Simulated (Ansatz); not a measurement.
C2H6Cd⁺, that is CdMe2 with one electron fewer. Charge 1, multiplicity 2. Geometry PBE0-D4/def2-TZVP, that of the neutral singlet; atoms count from 1.

```xyz
9

Cd    0.000    0.000    0.000
C    -0.745   -0.930    1.746
H    -0.093   -1.751    2.053
H    -1.745   -1.333    1.571
H    -0.803   -0.213    2.567
C     0.745    0.930   -1.746
H     1.706    1.408   -1.546
H     0.049    1.693   -2.102
H     0.886    0.197   -2.543
```

In the def2 sets Cd takes a core potential; there is no spin–orbit coupling.

**Question.** Estimate the Mulliken populations from the PBE0/def2-TZVP orbitals of Ansatz.

**Answer.** 
```
atom  charge (e)  spin (α − β)  d electrons
 Cd1        0.77         -0.05         9.93
  C2       -0.51          0.53            –
  H3        0.21          0.00            –
  H4        0.21          0.00            –
  H5        0.21          0.00            –
  C6       -0.51          0.53            –
  H7        0.21          0.00            –
  H8        0.21          0.00            –
  H9        0.21          0.00            –
```
Mulliken values and Mayer orders depend strongly on the basis.

**Question.** Where does the spin sit?

**Answer.** Summed by element: Cd -0.05, C 1.06, H -0.01, of 1 unpaired in all. Largest on single atoms: C2 0.53, C6 0.53, Cd1 -0.05.

**Question.** And the Mayer bond orders between bonded heavy atoms (over 0.3)?

**Answer.** Cd1–C2 0.68 (2.11 Å); Cd1–C6 0.68 (2.11 Å).
